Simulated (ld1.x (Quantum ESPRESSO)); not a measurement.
**How hard is this phosphorus TM potential?**

| Quantity | Value |
| --- | --- |
| Element | phosphorus |
| Generator | ld1.x (Quantum ESPRESSO) 7.5 |
| Type | norm-conserving Troullier–Martins (Kleinman–Bylander form) |
| Functional | PBE |
| Relativity | scalar-relativistic |
| Frozen core | [Ne] |
| Valence charge | 5 |
| Reference configuration | 3s2 3p3 |
| Partial waves | 3p (bound): rc 1.35 bohr; 3d channel at 0.25 Ry: rc 1.20 bohr; 3s (bound): rc 1.10 bohr |
| Local potential | the s channel |
| Core correction | none |

The pseudo-atom Hamiltonian at the reference potential is diagonalised in spherical Bessel functions j_l(qr) that vanish at 20 bohr, with q² up to the cutoff. All-electron valence levels (Ry): 3p -0.4047, 3s -1.0267.

Task: How do the lowest levels (Ry) of each channel move with the cutoff, and are there ghosts?

Result:

| cutoff (Ry) | p #1 | p #2 | d #1 | s #1 | f #1 | Σ f·Δε (mRy) |
| --- | --- | --- | --- | --- | --- | --- |
| 8 | -0.3914 | 0.0280 | 0.0641 | -0.8624 | 0.1143 | 368.4 |
| 12 | -0.3933 | 0.0278 | 0.0640 | -0.9117 | 0.1143 | 264.2 |
| 21 | -0.3935 | 0.0278 | 0.0638 | -0.9232 | 0.1143 | 240.9 |
| 30 | -0.3948 | 0.0278 | 0.0638 | -0.9390 | 0.1143 | 205.2 |
| 45 | -0.4015 | 0.0274 | 0.0637 | -0.9948 | 0.1143 | 73.3 |
| 55 | -0.4036 | 0.0273 | 0.0637 | -1.0171 | 0.1143 | 22.4 |
| 70 | -0.4044 | 0.0273 | 0.0636 | -1.0237 | 0.1143 | 7.0 |
| 100 | -0.4046 | 0.0273 | 0.0636 | -1.0247 | 0.1143 | 4.3 |
| 120 | -0.4047 | 0.0273 | 0.0636 | -1.0258 | 0.1143 | 2.0 |
| 180 | -0.4047 | 0.0273 | 0.0636 | -1.0263 | 0.1143 | 0.9 |
| 230 | -0.4047 | 0.0273 | 0.0636 | -1.0264 | 0.1143 | 0.5 |
| 400 | -0.4047 | 0.0273 | 0.0636 | -1.0267 | 0.1143 | 0.0 |

Result: no extra level below or beside the all-electron valence levels (p, d, s, f tested); 10 mRy is reached at 70 Ry and 1 mRy at 180 Ry.
